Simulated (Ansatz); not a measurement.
A set of 12 reactions (ligand exchange), with CCSD(T)/CBS values in kJ/mol:

```tsv
reaction	ΔE
`[NH2][Ge][F]` + CH₃SH → `C[S][Ge][F]` + NH₃	-25.2
`CB(F)OC(C)=O` + HCl → `CB(Cl)OC(C)=O` + H–F	56.2
`CN[SiH2][SiH2]N` + `CCO` → `CCO[SiH2]N` + `CN[SiH3]`	-122.5
`[CH3][GaH][GeH2][F]` + `N=C[SiH3]` → `[CH3][GaH]/[N]=C\[SiH3]` + `[F][GeH3]`	-0.1
`[SiH3][SiH2][InH2]` + `C[SeH]` → `C[Se][InH2]` + `[SiH3][SiH3]`	-81.5
`CCB(N)S` + HCl → `CCB(S)Cl` + NH₃	22.6
`N#[C][Al]([Cl])[Cl]` + CH₃NH₂ → `C[NH][Al]([Cl])[Cl]` + `C#N`	-37.6
`BN[SiH2]O` + HCl → `BN[SiH2]Cl` + H₂O	-1.7
`C[O][Al]([F])[Br]` + H₂S → `C[O][Al]([F])[SH]` + HBr	47.6
`[SiH3][CH2][SnH2][Cl]` + `[OH][SnH]([F])[F]` → `[F][SnH]([F])[O][SiH3]` + `[CH3][SnH2][Cl]`	-96.3
`C[NH][GeH]([Cl])[Cl]` + HBr → `[Cl][GeH]([Cl])[Br]` + CH₃NH₂	-50.0
`FBC1N[SiH2]1` + H–F → `FBF` + `C1N[SiH2]1`	-121.8
```

Isolated molecules relaxed with PBE0-D4/def2-TZVP in Ansatz; ΔE leaves out vibrations. CBS: MP2 limit from def2 TZ/QZ plus the TZ coupled-cluster correction, frozen cores. This one scheme is used for every species. Functionals use def2-TZVPP. def2 core potentials past Kr. For Br, Ga, Ge, In, Se, Sn outer-core shells are correlated without core-valence functions, which leaves a few kJ/mol of doubt a bond. Scalar relativity is left out up to krypton. One conformer a species, not always the lowest.

Q: Give the mean, mean absolute and largest difference (level minus CCSD(T)/CBS, kJ/mol) for: PBE-D4, PBE0-D4, ωB97X-V, B2PLYP, PBE, r2SCAN, PBE0, HF/def2-TZVPP, MP2/def2-TZVPP, CCSD/def2-TZVPP, CCSD(T)/def2-TZVPP, HF/def2-QZVPP, MP2/CBS(def2), CCSD/CBS(def2). (Best estimate.)

A: Ansatz gave: 
```
             level  mean  mean absolute  largest
            PBE-D4   2.3            8.0     25.4
           PBE0-D4   2.1            5.9     18.5
           ωB97X-V   1.4            3.4     -8.3
            B2PLYP  -1.1            4.1    -11.6
               PBE   2.4            7.6     22.7
            r2SCAN  -0.3            3.5      7.4
              PBE0   2.2            6.2     16.0
     HF/def2-TZVPP  -2.5           13.7    -31.1
    MP2/def2-TZVPP  -1.5            2.5     -7.9
   CCSD/def2-TZVPP   1.7            4.3     -8.9
CCSD(T)/def2-TZVPP   1.3            2.8      5.5
     HF/def2-QZVPP  -2.8           14.2    -31.6
     MP2/CBS(def2)  -2.8            3.7     -8.0
    CCSD/CBS(def2)   0.4            2.3      4.4
```

The largest T1 diagnostic in the set is 0.015, for `[CH3][GaH]/[N]=C\[SiH3]` (customary mark 0.02).

CCSD(T)/CBS is a level of theory with its own doubt, and the functionals carry their triple-zeta basis error, so these figures describe this set and don't rank the functionals.
